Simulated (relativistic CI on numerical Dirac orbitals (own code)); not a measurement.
Calculated at this level of theory: Dirac-Coulomb-Breit CI, KLI orbitals optimised for each configuration, model QED, unscaled Slater integrals (own radial code, finite nucleus).

The strongest absorption lines from the ground level of an ion, among the configurations computed and to levels below about 278 eV (vacuum wavelength in Å, gf): 93.077 (0.33), 96.132 (0.22), 98.156 (0.55), 98.713 (0.68), 100.40 (1.4), 101.33 (0.44), 108.56 (0.1), 156.60 (0.11).

**Question.** Which ion is it?
A. Zr²⁵⁺
B. Sr²³⁺
C. Sr²⁵⁺
D. Se¹⁹⁺

**Answer.** B. Sr²³⁺ has 15 electrons and the ground level 3s2 3p3 4S°_3/2; the strongest line goes to 3s2 3p2 3d 4P_5/2. The pattern of lines fixes the number of electrons, and along that sequence the line energies rise steadily with the charge (about as its square where n changes within one kind of shell, about linearly where n is kept but much faster in heavy ions where fine structure, which grows about as Z⁴, sets the gap, and irregularly where shells cross), which fixes Z. Configurations outside the model, such as inner-shell arrays, can give stronger lines. At this charge energies of transitions that change n are usually good to better than 1 %, and those within a shell (Δn = 0) to a few per cent.

LS names give the leading component of a level, which can be under half, so a name can repeat, a term be missing and a line seem to break the LS rules.
